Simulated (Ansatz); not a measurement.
Species: InF$_{2}$, charge -1, multiplicity 1. 
Coordinates optimised at B3LYP-D3(BJ)/def2-TZVP (Ansatz, a quantum-chemistry and plane-wave program):
```
In
F 1 2.0976
F 1 2.0976 2 97.62
```
Charge -1, spin multiplicity 1.

Basis-set convergence of Hartree-Fock and MP2 correlation energies (hartree) with Ansatz. Correlated levels leave the core frozen unless marked. Spin-orbit coupling is left out. Frozen are the shells of the preceding noble gas and the d and f shells that filled before the atom's block. In def2 rows, elements after Kr have scalar-relativistic effective core potentials.

```tsv
basis	functions	E(HF)	E(corr, MP2)
def2-SVPD	78	-388.06206	-0.47207
def2-TZVPPD	136	-388.30148	-0.59556
def2-QZVPPD	220	-388.31064	-0.64698
```

Extrapolating the two largest sets (X = 3 and 4) as X^-3: E(corr) = (64·(-0.64698) - 27·(-0.59556))/37 = -0.6845 Eh, an estimate of the basis-set limit. The largest set recovers 94.5 % of it, the smallest 69.0 %.
